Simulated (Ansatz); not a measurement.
Zn2Se3⁻ (the lowest doublet isomer of a short search). Total charge -1; doublet. Geometry PBE-D4/def2-SVPD, basis def2-TZVPD, Ansatz.

```xyz
5

Zn   -0.234    0.351   -0.505
Zn    0.688   -1.028    1.489
Se   -0.570   -2.122   -0.096
Se    1.176    1.219    1.406
Se   -1.059    1.581   -2.294
```

```csv
run,HOMO (eV),LUMO (eV)
A,-2.37,-0.21
B,-1.64,-0.90
C,-4.75,2.23
D,-1.47,-1.10
```

LC-ωPBE has ω = 0.4 bohr⁻¹. The structure comes from a short search, and lower isomers may exist.

HOMO and LUMO are taken over both spins.

**Question.** The runs used LC-ωPBE, PBE, PBE0, r2SCAN. Estimate which is which.

**Answer.** A PBE0 (25 % exact exchange); B r2SCAN (0 % exact exchange); C LC-ωPBE (range-separated); D PBE (0 % exact exchange). Exact exchange lowers occupied and raises empty levels; among semilocal functionals meta-GGAs tend to open the gap a little, and such runs are hard to tell apart. The gap grows from 0.37 eV (PBE) to 6.98 eV (LC-ωPBE).
